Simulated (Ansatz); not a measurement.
Coupled-cluster run, C$_{2}$H$_{3}$AlO.

```yaml
crystal:
  periodic: [false, false, false]
  atoms:
    - {symbol: C, position_ang: [-0.736860, 0.412440, -0.408761]}
    - {symbol: C, position_ang: [-0.022471, 0.626234, 0.717675]}
    - {symbol: Al, position_ang: [0.912946, -0.878048, 0.054796]}
    - {symbol: O, position_ang: [-0.335368, -0.645430, -1.187844]}
    - {symbol: H, position_ang: [-1.595273, 0.966472, -0.791079]}
    - {symbol: H, position_ang: [-0.213918, 1.413687, 1.427912]}
    - {symbol: H, position_ang: [2.052144, -1.963457, 0.141601]}
basis:
  gaussian: {orbitals: def2-SVP}
correlation: {method: ccsd_t}
```

```sh
$ ansatz run in.yaml --threads 2 --pin off --events-out ev --progress --plain --max-ram 4352MiB
```

Log, shortened:

```
Functional definition: HF
734 factors; integrals over basis functions are off by at most 1.1e-3 eV
mean field evaluation 1: about -10719.3789 eV, gradient 3.6e1 eV
mean field evaluation 2: about -10719.3887 eV, gradient 3.6e1 eV
mean field evaluation 4: about -10722.5211 eV, gradient 3.6e0 eV
mean field evaluation 8: about -10722.5640 eV, gradient 3.6e-4 eV
mean field -10722.56403548 eV, -394.0469602891 hartree, gradient 1.8e-6 eV, S^2 0.000000; 0 other end points of the search recorded, 0 dependent functions left out
8 core orbitals not correlated: weight in the atoms' cores, before any rotation towards them, 1.000 or more for the frozen orbitals, at most 0.000 for the correlated occupied ones
reference -10722.56403548 eV, -394.0469602891 hartree; 10, 10 occupied and 57, 57 virtual orbitals, 734 factors
second order -13.57675427 eV of doubles, -0.00000000 eV of singles
cycle   1  -13.77783381 eV  change   -2.0e-1 eV  update   1.0e-1
cycle   2  -14.17935450 eV  change   -4.0e-1 eV  update   3.2e-2
cycle   3  -14.29768772 eV  change   -1.2e-1 eV  update   1.8e-2
cycle   4  -14.29560805 eV  change    2.1e-3 eV  update   5.5e-3
cycle   5  -14.29343506 eV  change    2.2e-3 eV  update   2.5e-3
cycle   6  -14.29430738 eV  change   -8.7e-4 eV  update   1.1e-3
cycle   7  -14.29392718 eV  change    3.8e-4 eV  update   5.0e-4
cycle   8  -14.29397140 eV  change   -4.4e-5 eV  update   2.4e-4
cycle   9  -14.29406804 eV  change   -9.7e-5 eV  update   9.7e-5
cycle  10  -14.29404509 eV  change    2.3e-5 eV  update   3.8e-5
cycle  11  -14.29406458 eV  change   -1.9e-5 eV  update   1.6e-5
cycle  12  -14.29407097 eV  change   -6.4e-6 eV  update   4.7e-6
perturbative correction -0.50356399 eV, -0.0185056353 hartree
Total energy: -10737.36167044 eV, -394.5907633435 hartree
```

Run time 1.6 s (2 threads of an Arm Neoverse V1 on a shared host); peak host memory 0.19 GiB.

The correlation energy is -14.798 eV, 3.4 % of it from (T); the T1 diagnostic reads 0.0162.
